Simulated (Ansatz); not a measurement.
`BN1C[SiH2]1` + `OC[AsH2]` → `B[AsH]CO` + `C1N[SiH2]1` at 298.15 K and 1 bar (ligand exchange at a B–N bond).

Calculated with Ansatz (gas phase, PBE0-D4/def2-TZVP geometries, no zero-point term in ΔE). CCSD(T)/CBS adds triple-zeta CCSD(T) − MP2 to the extrapolated MP2 energy (def2 sets, frozen cores). For As outer-core shells are correlated without core-valence functions, which leaves a few kJ/mol of doubt a bond. Scalar relativity is left out up to krypton. One conformer a species, not always the lowest.

```json
{"species": "`BN1C[SiH2]1`", "CCSD(T)/CBS energy (Eh)": "-410.22230", "H − E (kJ/mol)": "201.9", "S (J/(mol·K))": "299.7"}
{"species": "`OC[AsH2]`", "CCSD(T)/CBS energy (Eh)": "-2351.21112", "H − E (kJ/mol)": "167.3", "S (J/(mol·K))": "300.7"}
{"species": "`B[AsH]CO`", "CCSD(T)/CBS energy (Eh)": "-2376.59328", "H − E (kJ/mol)": "205.2", "S (J/(mol·K))": "335.2"}
{"species": "`C1N[SiH2]1`", "CCSD(T)/CBS energy (Eh)": "-384.79623", "H − E (kJ/mol)": "167.2", "S (J/(mol·K))": "268.2"}
```

H − E and S are ideal-gas, rigid-rotor, harmonic terms from PBE0-D4/def2-TZVP, for one conformer and one mirror image of each species. 1 Eh = 2625.50 kJ/mol, R = 8.31446 J/(mol·K).

Task: By hand: ΔE, ΔH, ΔS and ΔG.

Result: ΔE = (-2376.59328) + (-384.79623) − (-410.22230) − (-2351.21112) = 0.04391 Eh = 115.3 kJ/mol. Δ(H − E) = 205.2 + 167.2 − 201.9 − 167.3 = 3.2, so ΔH = 118.5 kJ/mol. ΔS = 335.2 + 268.2 − 299.7 − 300.7 = 3.0 J/(mol·K). ΔG = 118.5 − 298.15 × (3.0)/1000 = 117.6 kJ/mol.

Task: By hand: the equilibrium constant, and the temperature at which ΔG would vanish if ΔH and ΔS stayed fixed.

Result: log₁₀ K = −ΔG/(RT ln 10) = -20.6. ΔG = 0 at ΔH/ΔS = 39500 K, far beyond where these terms or the molecules hold.

The number of gas molecules stays the same, so ΔS is small and ΔH decides. A doubt of 5 kJ/mol in ΔE shifts log₁₀ K by 0.9 here. Other conformers and mirror images would add mixing entropy, several J/(mol·K) or more a flexible species. These are equilibria of isolated gas molecules and say nothing of rates. Largest T1 diagnostic: 0.014 (customary marks: 0.02 for closed shells, 0.045 for open ones).
